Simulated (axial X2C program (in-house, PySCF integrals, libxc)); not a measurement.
## Curves of ONdS⁻ from open-shell CI on f(δφ)3 f(π)0

Calculated with an in-house all-electron X2C program for linear molecules (integrals from PySCF): two-component X2C with atomic mean-field Coulomb and Gaunt terms, basis O dyall-v3z, Nd dyall-v3z, S dyall-v3z (cores contracted in-house). Orbitals come from Hartree–Fock averaged over the configuration Nd f(δφ)3 f(π)0; CI then distributes these electrons over the f(δφ), f(π) shells of Nd.

Scan along the O–Nd bond with NdS moving as one mass, its bond held at 2.150 Å; masses O 15.995 u, Nd 141.908 u, S 31.972 u. Energies in cm⁻¹ from the lowest point; levels are followed by energy order within each Ω. Lowest level at 2.010 Å: 100% f(δφ)3.

| R (Å) | (1)Ω=15/2 | (1)Ω=5/2 | (1)Ω=7/2 | (1)Ω=3/2 | (1)Ω=9/2 | (2)Ω=3/2 | (2)Ω=5/2 |
| --- | --- | --- | --- | --- | --- | --- | --- |
| 1.869 | 2017 | 6786 | 7948 | 9690 | 11882 | 13094 | 13938 |
| 1.940 | 621 | 5682 | 6900 | 8487 | 10832 | 11914 | 12729 |
| 2.010 | 0 | 5397 | 6671 | 8085 | 10581 | 11527 | 12343 |
| 2.090 | 142 | 5864 | 7192 | 8437 | 11074 | 11898 | 12721 |
| 2.171 | 1035 | 7053 | 8427 | 9518 | 12275 | 12996 | 13834 |
| 2.261 | 2718 | 9024 | 10439 | 11380 | 14248 | 14877 | 15736 |
| 2.372 | 5507 | 12114 | 13570 | 14352 | 17331 | 17873 | 18758 |

Q: Fit the curves (1)Ω=15/2, (1)Ω=5/2, (1)Ω=7/2, (1)Ω=3/2, (1)Ω=9/2, (2)Ω=3/2, (2)Ω=5/2 near their minima.

A: From the open-shell CI curves, Te from the lowest:

```csv
level,Te (cm⁻¹),Re (Å),ωe (cm⁻¹)
(1)Ω=15/2,0,2.036,556.5
(1)Ω=5/2,5438,2.004,559.4
(1)Ω=7/2,6705,1.998,560.1
(1)Ω=3/2,8129,2.015,556.9
(1)Ω=9/2,10620,2.000,556.3
(2)Ω=3/2,11572,2.014,557.9
(2)Ω=5/2,12388,2.013,560.9
```

Without dynamic correlation distances can be off by several hundredths of an Å (long for ionic bonds, short for multiple bonds) and the wavenumbers are rough.

The 7 lowest curves are shown; the next is (1)Ω=13/2, from 13372 cm⁻¹.

There is no dynamic correlation: spin–orbit spacings and, for f shells, spacings inside one term are the most reliable numbers, splittings between terms come out too wide, and energies between configurations are not reliable, so the lowest level need not be the ground state of the molecule. At most 6 roots were kept for each Ω > 0 (twice that for Ω = 0) within 3.5 eV of the lowest, so higher up levels can be missing between those listed; levels with Ω > 0 are doubly degenerate and listed once, Ω = 0 levels singly. Some active spinors are only partly of the character that their shell is named for, so the shell names and counts are nominal. States that fill the shells left empty in the average are placed too high. For an anion, levels above electron detachment are held by the basis set. The molecule was held linear; bending was not examined.
